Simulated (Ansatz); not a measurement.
CH5NOSSi, SMILES `C=N[SiH](O)S`. The species carries charge 0 and has multiplicity 1. The geometry is a stationary point of PBE0-D4/def2-TZVP. It is one conformer, not always the lowest.

```xyz
10

C    -0.396   -0.499   -1.961
N     0.004   -0.802   -0.808
Si   -0.035    0.258    0.563
O    -0.930   -0.399    1.762
S     2.028    0.462    1.049
H    -0.816    0.482   -2.233
H    -0.341   -1.230   -2.776
H    -0.671    1.573    0.303
H    -0.634   -1.241    2.114
H     1.792    1.397    1.986
```

(1) What is the dipole moment at r2SCAN/def2-TZVPP? (An estimate is asked.)

(2) And with PBE, B3LYP, ωB97M-V? (An estimate is asked.)

(3) Give the Mulliken charges with r2SCAN, ωB97M-V, PBE in def2-TZVPP. (An estimate is asked.)

Answers

(1) Ansatz gave: 0.93 D, with components (-0.66, 0.14, -0.64) D in this frame, pointing from negative to positive charge.

(2) Ansatz gave: PBE 0.84 D, B3LYP 0.98 D, ωB97M-V 1.03 D.

(3) The calculation gave: 
```csv
atom,r2SCAN,ωB97M-V,PBE
C1,0.04,-0.06,-0.07
N2,-0.33,-0.30,-0.22
Si3,0.63,0.52,0.50
O4,-0.40,-0.37,-0.34
S5,-0.28,-0.25,-0.26
H6,0.06,0.10,0.08
H7,0.07,0.11,0.10
H8,-0.10,-0.05,-0.09
H9,0.21,0.19,0.20
H10,0.11,0.12,0.12
```

B3LYP here is the variant with VWN-RPA as its local correlation; programs differ in this.
